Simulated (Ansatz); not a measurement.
WSe2⁻. The state is a quartet with charge -1. Geometry PBE-D4/def2-TZVPD; atoms count from 1.

```xyz
3

W     0.389    0.319    0.168
Se    0.963   -0.617   -1.895
Se   -1.352    0.298    1.727
```

In the def2 sets W takes a core potential; there is no spin–orbit coupling. The structure comes from a short search, and lower isomers may exist.

Problem. Estimate the Mulliken populations from the PBE0/def2-TZVPD orbitals of Ansatz.

Solution. 
| atom | charge (e) | spin (α − β) | d electrons |
| --- | --- | --- | --- |
| W1 | 0.32 | 3.59 | 4.31 |
| Se2 | -0.66 | -0.30 | – |
| Se3 | -0.66 | -0.30 | – |
Mulliken values and Mayer orders depend strongly on the basis. With diffuse functions, as here, like atoms can get unlike values, and bond orders can come out too low or too high.

Problem. Where does the spin sit?

Solution. Summed by element: W 3.59, Se -0.59, of 3 unpaired in all. Largest on single atoms: W1 3.59, Se2 -0.30, Se3 -0.30.

Problem. And the Mayer bond orders between bonded heavy atoms (over 0.3)?

Solution. W1–Se2 1.71 (2.34 Å); W1–Se3 1.71 (2.34 Å).
